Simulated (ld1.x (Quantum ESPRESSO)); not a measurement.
# An all-electron radial function and its pseudo partner (oxygen)

Columns: radius, all-electron u(r) and pseudo u(r) of the 2s shell (level -24.16 eV) of oxygen in the configuration [He] 2s1 2p5; LDA (PZ), non-relativistic, TM scheme, ld1.x (Quantum ESPRESSO) 7.5.

```json
{"r (bohr)": "0.085", "all-electron": "0.4137", "pseudo": "-0.0823"}
{"r (bohr)": "0.170", "all-electron": "0.3293", "pseudo": "-0.1708"}
{"r (bohr)": "0.255", "all-electron": "0.0753", "pseudo": "-0.2715"}
{"r (bohr)": "0.340", "all-electron": "-0.2054", "pseudo": "-0.3889"}
{"r (bohr)": "0.425", "all-electron": "-0.4538", "pseudo": "-0.5224"}
{"r (bohr)": "0.510", "all-electron": "-0.6500", "pseudo": "-0.6621"}
{"r (bohr)": "0.595", "all-electron": "-0.7919", "pseudo": "-0.7888"}
{"r (bohr)": "0.680", "all-electron": "-0.8848", "pseudo": "-0.8829"}
{"r (bohr)": "0.765", "all-electron": "-0.9372", "pseudo": "-0.9371"}
{"r (bohr)": "0.850", "all-electron": "-0.9574", "pseudo": "-0.9574"}
{"r (bohr)": "0.935", "all-electron": "-0.9532", "pseudo": "-0.9532"}
{"r (bohr)": "1.020", "all-electron": "-0.9311", "pseudo": "-0.9311"}
{"r (bohr)": "1.105", "all-electron": "-0.8965", "pseudo": "-0.8965"}
{"r (bohr)": "1.190", "all-electron": "-0.8535", "pseudo": "-0.8535"}
{"r (bohr)": "1.275", "all-electron": "-0.8054", "pseudo": "-0.8054"}
{"r (bohr)": "1.360", "all-electron": "-0.7545", "pseudo": "-0.7545"}
{"r (bohr)": "1.445", "all-electron": "-0.7028", "pseudo": "-0.7028"}
{"r (bohr)": "1.530", "all-electron": "-0.6514", "pseudo": "-0.6514"}
{"r (bohr)": "1.615", "all-electron": "-0.6014", "pseudo": "-0.6014"}
{"r (bohr)": "1.700", "all-electron": "-0.5533", "pseudo": "-0.5533"}
{"r (bohr)": "1.785", "all-electron": "-0.5076", "pseudo": "-0.5076"}
{"r (bohr)": "1.870", "all-electron": "-0.4645", "pseudo": "-0.4645"}
{"r (bohr)": "1.955", "all-electron": "-0.4241", "pseudo": "-0.4241"}
{"r (bohr)": "2.040", "all-electron": "-0.3865", "pseudo": "-0.3865"}
{"r (bohr)": "2.125", "all-electron": "-0.3517", "pseudo": "-0.3517"}
{"r (bohr)": "2.210", "all-electron": "-0.3195", "pseudo": "-0.3195"}
```

How many radial nodes do the two functions have?

The all-electron 2s function has n − l − 1 = 1; the pseudo-wave has 0, since the states of the same l below it are removed with the core.

At about which radius was the pseudo-wave matched?

0.85 bohr, where the columns begin to agree (steps of 0.09 bohr).

Where does each function peak?

Outermost all-electron maximum near 0.85 bohr, pseudo maximum near 0.85 bohr (to the table’s step).

Is the pseudo-wave norm-conserving?

Yes: the TM scheme keeps the norm inside the radius equal to the all-electron one, which fixes the energy derivative of the logarithmic derivative at the level.
